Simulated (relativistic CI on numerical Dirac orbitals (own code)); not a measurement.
Computed by Dirac-Coulomb-Breit CI, KLI orbitals optimised for each configuration, model QED (radiative potential, 1s self-energy scaled to tabulated hydrogen-like ionisation energies), valence Slater integrals scaled by 0.9, P86 correlation estimate, and configurations built on the next ion tied to the tabulated ionisation energy (semi-empirical) (own radial code, finite nucleus).

Configurations in the expansion (outside the closed core [Ne]): 3s²3p⁵, 3s²3p⁴3d, 3s²3p⁴4s, 3s²3p⁴4p, 3s²3p⁴4d, 3s²3p⁴5s, 3s²3p⁴4f, 3s3p⁶, 3s²3p³3d², 3s3p⁵3d, 3p⁵3d², 3p⁶3d, 3s3p⁴3d², 3s²3p³3d4s, 3s²3p³3d4p, 3p⁶4s, 3p⁶4p, 3s3p⁴3d4s, 3s3p⁵4s, 3s3p⁴3d4p, 3s3p⁵4p, 3p⁵3d4s, 3s3p⁵4d, 3s²3p⁴5p. Levels of other configurations are missing.

Configurations that consist of the next ion and one excited electron were tied to the tabulated ionisation energy; Rydberg ones are usually within 1,000 to 3,000 cm⁻¹ and the lowest ones within about 6,000 (9,000 in d shells), while levels on excited terms of the next ion carry the error of that term, and the other configurations can be misplaced by 10,000 cm⁻¹ or more. Rates follow the energies as ν³ (E1, M1) or ν⁵ (E2), so rates, branching and lifetimes can be off by large factors.

Outline of the computed level scheme of Co XI. Lowest level of each configuration: 3s²3p⁵ ²P°3/2 at 0.000 eV; 3s3p⁶ ²S1/2 at 39.764 eV; 3s²3p⁴3d ⁴D5/2 at 50.773 eV; 3s3p⁵3d ⁴P°1/2 at 92.860 eV.

Some strong electric-dipole decays among the lowest 45 levels: 3s²3p⁴3d ²D5/2 → 3s²3p⁵ ²P°3/2 (2.0e+11 s⁻¹); 3s²3p⁴3d ²D3/2 → 3s²3p⁵ ²P°1/2 (1.9e+11 s⁻¹); 3s²3p⁴3d ²P3/2 → 3s²3p⁵ ²P°3/2 (1.7e+11 s⁻¹); 3s²3p⁴3d ²S1/2 → 3s²3p⁵ ²P°3/2 (1.4e+11 s⁻¹); 3s²3p⁴3d ²P1/2 → 3s²3p⁵ ²P°1/2 (1.2e+11 s⁻¹); 3s²3p⁴3d ²S1/2 → 3s²3p⁵ ²P°1/2 (4.2e+10 s⁻¹); 3s²3p⁴3d ²P1/2 → 3s²3p⁵ ²P°3/2 (4.2e+10 s⁻¹); 3s²3p⁴3d ²D3/2 → 3s²3p⁵ ²P°3/2 (5.4e+09 s⁻¹).
